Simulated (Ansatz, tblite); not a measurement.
Isomers of Cu3Sn2⁺ (singlet), found by a short tight-binding search and relaxed with PBE-D4/def2-SVP in Ansatz.

In the def2 sets Sn takes a core potential; there is no spin–orbit coupling. The xTB rows come from tblite. B3LYP takes the VWN-RPA correlation.

Run but left out: HF/def2-SVP, HF/def2-TZVP, MP2/def2-SVP, MP2/def2-TZVP, CCSD/def2-SVP, CCSD(T)/def2-SVP (A: restricted singlet, unstable towards broken spin symmetry).

A: The restricted singlet is unstable towards broken spin symmetry in Hartree–Fock (as tested in another run); at PBE-D4/def2-SVP, PBE-D4/def2-TZVP, r2SCAN-D4/def2-TZVP, B3LYP-D4/def2-TZVP and others this wasn't settled. B: The restricted singlet is unstable towards broken spin symmetry in Hartree–Fock (as tested in another run); at PBE-D4/def2-SVP, PBE-D4/def2-TZVP, r2SCAN-D4/def2-TZVP, B3LYP-D4/def2-TZVP and others this wasn't settled.

Other spin states weren't relaxed.

A:

```xyz
5

Cu    0.730    0.800    1.026
Cu   -1.668    0.656    0.744
Cu    1.714   -0.605   -0.680
Sn   -0.429   -1.640    0.433
Sn   -0.347    0.789   -1.523
```

B:

Cartesian coordinates in Å:
```
Cu -1.3860 -0.1943 -0.3248
Cu -0.3297 -1.1608 1.6937
Cu 0.5403 1.0056 0.8725
Sn 1.0076 -1.1315 -0.4871
Sn 0.1679 1.4809 -1.7542
```

Problem. Estimate their order by electronic energy at PBE0-D4/def2-TZVP, counted from the lowest.

Solution. A (0.0) < B (3.5), in kcal/mol.

Problem. Do the other levels pick the same lowest one?

Solution. Not GFN1-xTB, GFN2-xTB. Energies above each level's lowest (kcal/mol):

```
                 level    A    B
              GFN1-xTB  4.6  0.0
              GFN2-xTB  0.6  0.0
       PBE-D4/def2-SVP  0.0  1.8
      PBE-D4/def2-TZVP  0.0  2.1
   r2SCAN-D4/def2-TZVP  0.0  2.5
    B3LYP-D4/def2-TZVP  0.0  3.0
      PBE0-D4/def2-SVP  0.0  3.3
     PBE0-D4/def2-TZVP  0.0  3.5
CAM-B3LYP-D4/def2-TZVP  0.0  3.2
     ωB97M-V/def2-TZVP  0.0  4.0
```
Point groups (tolerance 0.1 Å): A C2v, B Cs. Lower isomers may exist.
